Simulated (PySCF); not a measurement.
# Exercise with solution: oscillator strength and radiative lifetime

Ta(NH)(Cl)2(Me) (CH4Cl2NTa), SMILES [CH3][Ta](=[NH])([Cl])[Cl], multiplicity 1.

Geometry: PBE0-D3(BJ)/def2-SVP. The spin state was assumed, not searched. The structure was generated by enumeration; whether it is a known compound was not checked. The def2 effective core potentials stand for the cores of Ta; spin–orbit coupling is left out.

TDA-PBE/def2-SVPD (PySCF 2.14.0) puts the first singlet state with f over 0.02 at 5.39 eV (vertical), with the transition dipole (-0.324, -0.299, 0.000) in atomic units.

**Question.** Find the oscillator strength, the wavelength and the radiative lifetime that this transition would have in vacuum if emission retraced absorption.

**Answer.** 
|μ|² = 0.1944 au, so |μ| = 1.12 D. ΔE = 5.39/27.211 = 0.1981 hartree. f = (2/3) ΔE |μ|² = 0.026 (the program prints 0.026).
λ = 1239.84/5.39 = 230 nm; ν = 43473 cm⁻¹.
Einstein's coefficient A = 0.6670 ν² f s⁻¹ (ν in cm⁻¹) = 3.2e7 s⁻¹, so τ = 1/A = 31 ns. This state is S7; the lower singlets have f = 0.005, 0.000, 0.002, 0.001, 0.010, 0.005. The figure is the radiative limit of this one transition; relaxation, internal conversion, crossing to triplets and a medium change what is measured.
